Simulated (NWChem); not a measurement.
Species: CH5AlO2; SMILES [OH][AlH][O]C

```xyz
9

Al    -0.4996     0.6669    -0.0345
H     -2.0692     0.6535    -0.1430
O      0.2795     2.1726     0.0234
H      1.2262     2.3057     0.0892
O      0.4365    -0.7430     0.0269
C      0.3088    -2.1231     0.0113
H      0.7450    -2.5679     0.9239
H     -0.7432    -2.4620    -0.0507
H      0.8463    -2.5580    -0.8507
```
Atoms are numbered in this order, from 1.

All runs: NWChem. STO-3G and 3-21G are far too small for this property and stand as cheap habits. All runs use the structure optimised with PBE0/def2-SVP. B3LYP is NWChem's, with the RPA form of VWN correlation. Field at 589 nm.

For level B3LYP/def2-SVP:

| Property | Value |
|---|---|
| isotropic polarisability (bohr³) | 39.9 |
| anisotropy (bohr³) | 14.7 |

What are these values for level B3LYP/STO-3G?


| Property | Value |
|---|---|
| isotropic polarisability (bohr³) | 22.8 |
| anisotropy (bohr³) | 20.5 |
